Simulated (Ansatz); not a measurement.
The cluster B₅⁻, relaxed as a singlet with RKS r2SCAN-D4/def2-SVPD in Ansatz, starting from the GFN2-xTB geometry. Force threshold 0.02 eV/Å.

The restricted singlet is unstable towards broken spin symmetry at other levels; at r2SCAN-D4/def2-SVPD this wasn't settled. At r2SCAN-D4/def2-SVPD a triplet of charge -1 lies 0.12 eV below the restricted singlet, each at its own geometry. The structure comes from a short search, and lower isomers may exist.

Start:

```tsv
atom	x (Å)	y (Å)	z (Å)
B1	-0.529	0.512	0.800
B2	-0.162	-0.740	-1.161
B3	0.959	0.636	1.011
B4	-1.308	-0.239	-0.386
B5	1.040	-0.169	-0.263
```

```csv
step,energy (eV),largest force component (eV/Å),SCF passes
1,-3368.8473,5.781,41
2,-3369.8819,2.123,43
3,-3370.0716,2.758,49
4,-3370.6621,1.396,39
5 (rejected),-3370.5970,1.268,40
6,-3370.8541,0.429,40
7,-3370.8744,0.169,40
8,-3370.8802,0.013,35
```

Force components are those of the run's own axes.

End:

```tsv
atom	x (Å)	y (Å)	z (Å)
B1	-0.502	0.560	0.899
B2	-0.124	-0.901	-1.439
B3	1.079	0.700	1.115
B4	-1.093	-0.224	-0.359
B5	0.640	-0.135	-0.217
```

Bonds formed: B4–B5 (atoms count from 1).

No frequencies were taken in this run, so the end may be a saddle point.

Run time 4.2 s (4 threads of AMD EPYC 9R45 on a shared host).
